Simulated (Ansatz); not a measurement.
AlBr₂Cl (SMILES [Cl][Al]([Br])[Br]), singlet, geometry from GFN2-xTB (such geometries of metal compounds can be far from the true shape); PBE/pcseg-1 in Ansatz (an electronic-structure program).

Ansatz was given this input:
Ansatz 0.2 input:
```yaml
crystal:
  periodic: [false, false, false]
  atoms:
    - {symbol: Al, position_ang: [0.46786155, -0.03464023, -0.11871106]}
    - {symbol: Cl, position_ang: [2.41602325, -0.17888113, -0.61302041]}
    - {symbol: Br, position_ang: [-0.36135715, -1.03342875, 1.71778521]}
    - {symbol: Br, position_ang: [-0.98591700, 1.13318024, -1.37593976]}
basis:
  gaussian:
    orbitals: pcseg-1.json
hamiltonian:
  xc: pbe
```
The basis file holds pcseg-1 in the JSON format of the Basis Set Exchange.

**Question.** What does Ansatz print? Leave out banner, timings and long lists.

**Answer.** 
```
Functional definition: PBE
1072 factors; their error is unknown
mean field evaluation 1: about -159170.6468 eV, gradient 1.8e1 eV
mean field evaluation 2: about -159170.2540 eV, gradient 2.2e1 eV
mean field evaluation 4: about -159171.5948 eV, gradient 7.8e-1 eV
mean field evaluation 8: about -159171.5632 eV, gradient 5.8e-3 eV
mean field -159171.56315453 eV, -5849.4470555684 hartree, gradient 3.0e-5 eV, S^2 0.000000; 0 other end points of the search recorded, 0 dependent functions left out
reference -159171.56319746 eV, -5849.4470571462 hartree; 50, 50 occupied and 40, 40 virtual orbitals, 1072 factors
Total energy: -159171.56319746 eV, -5849.4470571462 hartree
```
